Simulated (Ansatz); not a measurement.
One change: `C#[C][GeH2][C]#C` becomes `C#[C][GeH2][CH2]Cl`.

Ansatz, PBE0-D4/def2-TZVP geometries, multiplicity 1. Each molecule was computed in one conformer, which needn't be the lowest.

Scalar relativity is left out up to krypton.

```
                                        property  `C#[C][GeH2][C]#C`
           HOMO–LUMO gap (B3LYP/def2-TZVPP) / eV                7.55
             HOMO energy (B3LYP/def2-TZVPP) / eV               -7.93
           LUMO energy (ωB97M-V/def2-TZVPP) / eV                1.86
              HOMO energy (PBE0/def2-TZVPP) / eV               -8.17
size of the dipole moment (B3LYP/def2-TZVPP) / D                0.12
               HOMO energy (PBE/def2-TZVPP) / eV               -6.96
```

(1) What does the change do to each property? (Estimate.)

Results:

(1) The calculation gave: 
```tsv
property	`C#[C][GeH2][CH2]Cl`	shift
HOMO–LUMO gap (B3LYP/def2-TZVPP) / eV	7.28	-0.27
HOMO energy (B3LYP/def2-TZVPP) / eV	-7.67	0.26
LUMO energy (ωB97M-V/def2-TZVPP) / eV	1.72	-0.14
HOMO energy (PBE0/def2-TZVPP) / eV	-7.90	0.27
size of the dipole moment (B3LYP/def2-TZVPP) / D	1.51	1.39
HOMO energy (PBE/def2-TZVPP) / eV	-6.64	0.32
```

Dipoles are sizes alone; their direction can turn.

B3LYP here is the variant with VWN-RPA as its local correlation; programs differ in this.
